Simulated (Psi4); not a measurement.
C4H4BrF (SMILES C=C=C[C@H](F)Br), singlet, at a GFN2-xTB geometry; PBE/def2-TZVPP run with Psi4.

Psi4 was given this input:
```
memory 2 GB

molecule {
0 1
C     3.20696408   -0.89750351    1.04263522
C     2.03095893   -1.04531160    0.53277897
C     0.84220328   -1.18595245    0.02472311
C    -0.34930650   -0.48146406    0.56293136
F    -1.43100297   -1.29131066    0.60972699
Br   -0.84073878    1.05188416   -0.62012894
H     3.57328172   -1.54562957    1.82199877
H     3.87767281   -0.12645625    0.69979859
H     0.66381591   -1.81127809   -0.83937451
H    -0.19480519   -0.04939590    1.55613498
}

set {
  basis def2-tzvpp
}

energy('pbe')
print_variables()
```

The log (banner, timings and long lists left out):

```
   => Loading Basis Set <=

    Name: DEF2-TZVPP
    Role: ORBITAL
    Keyword: BASIS

         ---------------------------------------------------------
                                   SCF
               by Justin Turney, Rob Parrish, Andy Simmonett
                          and Daniel G. A. Smith
                              RKS Reference
         ---------------------------------------------------------

  ==> Geometry <==

    Molecular point group: c1
    Full point group: C1

    Geometry (in Angstrom), charge = 0, multiplicity = 1:

       Center              X                  Y                   Z               Mass
    ------------   -----------------  -----------------  -----------------  -----------------
         C            3.318900864312    -0.974843136778     1.096887227892    12.000000000000
         C            2.142895714312    -1.122651226778     0.587030977892    12.000000000000
         C            0.954140064312    -1.263292076778     0.078975117892    12.000000000000
         C           -0.237369715688    -0.558803686778     0.617183367892    12.000000000000
         F           -1.319066185688    -1.368650286778     0.663978997892    18.998403162730
         BR          -0.728801995688     0.974544533222    -0.565876932108    78.918337600000
         H            3.685218504312    -1.622969196778     1.876250777892     1.007825032230
         H            3.989609594312    -0.203795876778     0.754050597892     1.007825032230
         H            0.775752694312    -1.888617716778    -0.785122502108     1.007825032230
         H           -0.082868405688    -0.126735526778     1.610386987892     1.007825032230

  Running in c1 symmetry.

  Rotational constants: A =      0.13039  B =      0.04044  C =      0.03222 [cm^-1]
  Rotational constants: A =   3908.90209  B =   1212.26602  C =    965.90987 [MHz]
  Nuclear repulsion =  371.719482268617014

  Charge       = 0
  Multiplicity = 1
  Electrons    = 72
  Nalpha       = 36
  Nbeta        = 36

  ==> Algorithm <==

  SCF Algorithm Type is DF.
  DIIS enabled.
  MOM disabled.
  Fractional occupation disabled.
  Guess Type is SAD.
  Energy threshold   = 1.00e-06
  Density threshold  = 1.00e-06
  Integral threshold = 1.00e-12

  ==> Primary Basis <==

  Basis Set: DEF2-TZVPP
    Blend: DEF2-TZVPP
    Number of shells: 95
    Number of basis functions: 259
    Number of Cartesian functions: 295
    Spherical Harmonics?: true
    Max angular momentum: 3

  ==> DFT Potential <==

   => LibXC <=

    Version 7.1.2
    S. Lehtola, C. Steigemann, M. J. T. Oliveira, and M. A. L. Marques,  SoftwareX 7, 1–5 (2018) (10.1016/j.softx.2017.11.002)

   => Composite Functional: PBE <=

    PBE GGA Exchange-Correlation Functional

    J.P. Perdew et. al., Phys. Rev. Lett., 77(18), 3865-3868, 1996

    Deriv               =              1
    GGA                 =           TRUE
    Meta                =          FALSE

    Exchange Hybrid     =          FALSE
    MP2 Hybrid          =          FALSE

   => Exchange Functionals <=

    1.0000     XC_GGA_X_PBE

   => Correlation Functionals <=

    1.0000     XC_GGA_C_PBE

   => LibXC Density Thresholds  <==

    XC_GGA_C_PBE:  1.00E-12
    XC_GGA_X_PBE:  1.00E-15

   => Molecular Quadrature <=

    Radial Scheme          =       TREUTLER
    Pruning Scheme         =           NONE
    Nuclear Scheme         =       TREUTLER

    Blocking Scheme        =         OCTREE
    BS radius alpha        =              1
    Pruning alpha          =              1
    Radial Points          =             75
    Spherical Points       =            302
    Total Points           =         214014
    Total Blocks           =           1632
    Max Points             =            256
    Max Functions          =            234
    Weights Tolerance      =       1.00E-15

   => Loading Basis Set <=

    Name: (DEF2-TZVPP AUX)
    Role: JKFIT
    Keyword: DF_BASIS_SCF

  ==> Integral Setup <==

[...]

    J tasked:                   Yes
    K tasked:                    No
    wK tasked:                   No
    Algorithm:                 Core
    Schwarz Cutoff:           1E-12
    Mask sparsity (%):       9.2008
    Fitting Condition:        1E-10

   => Auxiliary Basis Set <=

  Basis Set: (DEF2-TZVPP AUX)
    Blend: DEF2-UNIVERSAL-JKFIT
    Number of shells: 209
    Number of basis functions: 715
    Number of Cartesian functions: 900
    Spherical Harmonics?: true
    Max angular momentum: 5

  Minimum eigenvalue in the overlap matrix is 4.3313429557E-05.
  Reciprocal condition number of the overlap matrix is 5.4317674531E-06.
    Using symmetric orthogonalization.

  ==> Pre-Iterations <==

  SCF Guess: Superposition of Atomic Densities via on-the-fly atomic UHF (no occupation information).

   -------------------------
    Irrep   Nso     Nmo
   -------------------------
     A        259     259
   -------------------------
    Total     259     259
   -------------------------

  ==> Iterations <==

                           Total Energy        Delta E     RMS |[F,P]|

   @DF-RKS iter SAD: -2826.27950879157243   -2.82628e+03   0.00000e+00
   @DF-RKS iter   1: -2827.38159901662857   -1.10209e+00   7.01870e-03 DIIS/ADIIS
   @DF-RKS iter   2: -2826.82022700486687    5.61372e-01   7.89350e-03 DIIS/ADIIS
   @DF-RKS iter   3: -2828.08532559711557   -1.26510e+00   1.69041e-03 DIIS/ADIIS
   @DF-RKS iter   4: -2828.16231401881214   -7.69884e-02   7.90762e-04 DIIS/ADIIS
   @DF-RKS iter   5: -2828.17922687048303   -1.69129e-02   3.48846e-04 DIIS/ADIIS
   @DF-RKS iter   6: -2828.18312893803568   -3.90207e-03   9.42324e-05 DIIS
   @DF-RKS iter   7: -2828.18342284062101   -2.93903e-04   2.95576e-05 DIIS
   @DF-RKS iter   8: -2828.18344588419723   -2.30436e-05   1.45473e-05 DIIS
   @DF-RKS iter   9: -2828.18345237271069   -6.48851e-06   4.46448e-06 DIIS
   @DF-RKS iter  10: -2828.18345302096168   -6.48251e-07   7.58459e-07 DIIS
  Energy and wave function converged.

  ==> Post-Iterations <==

   Electrons on quadrature grid:
      Ntotal   =   71.9999908933 ; deviation = -9.107e-06

    Orbital Energies [Eh]
    ---------------------

    Doubly Occupied:

[...]
    Virtual:

[...]
     259A     56.739448

    Final Occupation by Irrep:
              A
    DOCC [    36 ]
    NA   [    36 ]
    NB   [    36 ]

  @DF-RKS Final Energy: -2828.18345302096168

   => Energetics <=

    Nuclear Repulsion Energy =            371.7194822686170141
    One-Electron Energy =               -4668.5717570164188146
    Two-Electron Energy =                1592.9013481578356277
    DFT Exchange-Correlation Energy =    -124.2325264309958044
    Empirical Dispersion Energy =           0.0000000000000000
    VV10 Nonlocal Energy =                  0.0000000000000000
    Total Energy =                      -2828.1834530209616787

Computation Completed

Properties will be evaluated at   0.000000,   0.000000,   0.000000 [a0]

Properties computed using the SCF density matrix

 Multipole Moments:

 ------------------------------------------------------------------------------------
     Multipole            Electronic (a.u.)      Nuclear  (a.u.)        Total (a.u.)
 ------------------------------------------------------------------------------------

 L = 1.  Multiply by 2.5417464519 to convert [e a0] to [Debye]
 Dipole X            :        -14.3091489           15.2301503            0.9210014
 Dipole Y            :         10.2439310          -10.5228511           -0.2789201
 Dipole Z            :         -6.9752551            7.3815431            0.4062880
 Magnitude           :                                                    1.0445620

 ------------------------------------------------------------------------------------

  Variable Map:
  ----------------------------------------------------------------------------
[...]
  Array Variable Map:
  ----------------------------------------------------------------------------
[...]
[...]
```
